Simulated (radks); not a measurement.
Results of a calculation; reference values are marked as such.
Se31+, 3 electrons, occupied as [He] 2s1 (the NIST ground configuration).

Code: a radial shooting solver on a logarithmic mesh with Libxc functionals. Model: Dirac Kohn-Sham, PBE, spin-unpolarised, spherical densities, finite nucleus; Fermi nuclear charge, rms radius 4.14 fm.

Energy parts (eV):
part                      energy
total                 -34990.950
kinetic                36134.828
electron-nucleus      -72089.785
Hartree                 1622.695
exchange-correlation    -658.688

Orbitals (lengths in bohr, moments of r in powers of bohr):
orbital  occ.  eigenvalue (eV)      <r>  small-component weight
1s1/2       2        -14986.21  0.04379                1.53e-02
2s1/2       1        -3575.297   0.1793                3.61e-03

The highest occupied level is 2s1/2 at -3575.3 eV. For comparison, the ionisation energy in NIST's Atomic Spectra Database is 3636.5 eV (theoretical). In exact Kohn-Sham theory the highest level is minus the ionisation energy, but local and semilocal functionals leave it too shallow, through self-interaction and a potential that decays too fast; potentials with the right tail come closer. The density falls to 0.001 e/bohr^3 at r = 0.56 bohr. The electron density at the nucleus is 3.797e+04 e/bohr^3. Summed over all electrons, <r^2> = 0.04279 bohr^2, which gives a Langevin (diamagnetic) susceptibility term of -0.0339 x 10^-6 cm^3/mol.

Beside tabulated values, note that spin-unpolarised runs miss the spin-polarisation part of the exchange energy of open shells.
